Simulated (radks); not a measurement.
Question: Isoelectronic series with 14 electrons, all held in the configuration [Ne] 3s2 3p2, which need not be the ground one along the series. All-electron calculation, scalar-relativistic Kohn-Sham, PBEsol, spin-polarised, spherical densities, finite nucleus; open shells are filled with parallel spins first; Fermi nuclear charge, rms radius of each element as measured or else 0.836 A^(1/3) + 0.57 fm. Program: a radial shooting solver on a logarithmic mesh with Libxc functionals. Total energies (hartree) and mean radii <r> (bohr) (* marks an orbital that is empty in some or all of the ions):

| ion | E (hartree) | 3p down* | 3p up | 3s down |
|---|---|---|---|---|
| Si | -289.32725 | 2.863 | 2.743 | 2.166 |
| P+ | -340.99527 | 2.162 | 2.114 | 1.824 |
| S2+ | -397.20416 | 1.780 | 1.753 | 1.581 |
| Cl3+ | -457.94828 | 1.526 | 1.508 | 1.399 |
| K5+ | -593.05090 | 1.200 | 1.191 | 1.143 |
| Ca6+ | -667.42149 | 1.087 | 1.080 | 1.048 |
| Sc7+ | -746.34956 | 0.9948 | 0.9887 | 0.9683 |
| Ti8+ | -829.84537 | 0.9174 | 0.9123 | 0.9003 |
| V9+ | -917.92030 | 0.8516 | 0.8473 | 0.8413 |
| Cr10+ | -1010.58663 | 0.7948 | 0.7912 | 0.7897 |
| Mn11+ | -1107.85766 | 0.7454 | 0.7422 | 0.7442 |
| Fe12+ | -1209.74762 | 0.7018 | 0.6991 | 0.7037 |
| Co13+ | -1316.27146 | 0.6632 | 0.6608 | 0.6673 |
| Ni14+ | -1427.44525 | 0.6286 | 0.6265 | 0.6346 |
| Cu15+ | -1543.28511 | 0.5975 | 0.5956 | 0.6049 |
| Zn16+ | -1663.80910 | 0.5693 | 0.5676 | 0.5778 |
| Ga17+ | -1789.03526 | 0.5437 | 0.5422 | 0.5531 |
| Ge18+ | -1918.98276 | 0.5203 | 0.5190 | 0.5303 |
| As19+ | -2053.67203 | 0.4989 | 0.4976 | 0.5093 |

Estimate the row of Ar4+.

Answer: E (hartree) -523.22889; 3p down* 1.342; 3p up 1.329; 3s down 1.257.
